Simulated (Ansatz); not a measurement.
Ideal-gas functions of Cl3OTa (`[O]=[Ta]([Cl])([Cl])[Cl]`) at 298.15 K and 1 bar, from an Ansatz frequency run at PBE0-D4/def2-TZVP.

Molar mass 303.31 g/mol, point group C3v (symmetry number 3), electronic degeneracy 1, moments of inertia 341.218, 341.245, 503.337 u Å². Harmonic wavenumbers (cm⁻¹, unscaled): 104, 104, 121, 223, 223, 402, 419, 419, 1033.

Use S(trans) = R[1.5 ln M + 2.5 ln T − 1.1517]; rotational temperatures θ = 24.2544 K / I; S(rot) = R[ln(√π/σ · √(T³/θAθBθC)) + 1.5]; for each mode x = 1.438777 ν̃/T, S = R[x/(eˣ − 1) − ln(1 − e⁻ˣ)] and H = RT x/(eˣ − 1); 1 cm⁻¹ = 0.0119627 kJ/mol; R = 8.31446 J/(mol·K).

By hand: the entropy, in J/(mol·K).

Translation 180.1. Rotation: θ = 0.0711, 0.0711, 0.0482 K, giving 113.7. Vibration, mode by mode: 14.13, 14.13, 12.90, 8.09, 8.09, 4.00, 3.75, 3.75, 0.34, in all 69.2. Electronic 0.0. Sum 363.0 J/(mol·K).

By hand: H − E and G − E in kJ/mol, counted from the electronic energy.

Zero-point energy ½ × 3048 × 0.0119627 = 18.2; thermal vibration 10.8; translation, rotation and pV give 4 RT = 9.9. H − E = 38.9 kJ/mol, and G − E = 38.9 − 298.15 × 363.0/1000 = -69.3 kJ/mol.

Vibration gives 19 % of the entropy, 41.2 J/(mol·K) of it from the modes under 150 cm⁻¹: soft modes count most, and the harmonic formula is weakest for them.
